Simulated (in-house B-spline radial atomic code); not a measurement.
Values are calculated unless marked as measured or tabulated.
# Light and heavy implants in InAs at 60 keV

The pair potential comes from two frozen, spherical free-atom densities (PBE, B-spline radial code, scalar-relativistic past argon): electrostatics plus the change in Thomas-Fermi kinetic and Dirac exchange energy where they overlap, the recipe behind the universal ZBL potential, which averages such potentials (from solid-state densities) over many pairs. It is written V = (Z1 Z2 e²/r) φ(r/a), with e² = 14.3996 eV·Å and a = 0.46850 Å/(Z1^0.23 + Z2^0.23); ZBL's fit is φ = 0.18175 e^(−3.1998x) + 0.50986 e^(−0.94229x) + 0.28022 e^(−0.4029x) + 0.02817 e^(−0.20162x). Where φ falls below 4e-4 it is continued as an exponential.

The target, InAs, is taken as amorphous, density 5.68 g/cm³ (NSM archive of the Ioffe Institute); nuclear stopping from classical scattering on these potentials, electronic stopping by Lindhard and Scharff, compounds by atom fraction, projected range from N (S_n + S_e) dR_p/dE = 1 − N S_n (M2/M1) R_p/(2E), which runs up to 8 % short of the full integral equation; no channelling. Lindhard and Scharff's S_e can be off by tens of per cent.

| ion | mass (u) | N S_n (eV/nm) | N S_e (eV/nm) | S_n = S_e at (keV) | path (nm) | projected range (nm) |
| --- | --- | --- | --- | --- | --- | --- |
| B | 10.81 | 42 | 153 | 9.3 | 424 | 156 |
| C | 12.01 | 58.9 | 173 | 12 | 352 | 128 |
| S | 32.06 | 420 | 252 | 130 | 114 | 48.2 |
| Ge | 72.63 | 1320 | 284 | 700 | 52.4 | 28 |
| Sn | 118.71 | 2240 | 299 | 1900 | 35.9 | 22.2 |
| Sb | 121.76 | 2290 | 299 | 2000 | 35.4 | 22 |
| Te | 127.6 | 2360 | 296 | 2100 | 34.7 | 21.9 |

(1) How do the nuclear share and the range change from the lightest ion to the heaviest?

(2) With a displacement energy of 15 eV taken for illustration, how many displacements per nanometre does B start at entry, by the rule 0.8 E_damage/(2 E_d)?

Results:

(1) The nuclear share goes from 22 % for B to 89 % for Te, and the projected range from 156 to 21.9 nm, a factor of 7.1. S_e changes by a factor of 1.94, since the heavy ion is slower but has the larger Z1, while S_n grows 56-fold. The heavy ion also keeps its direction better: R_p is 0.63 of the path, against 0.37.

(2) Taking all nuclear loss as damage energy, an upper bound, 0.8 × 42/(2 × 15) = 1.12 per nm.
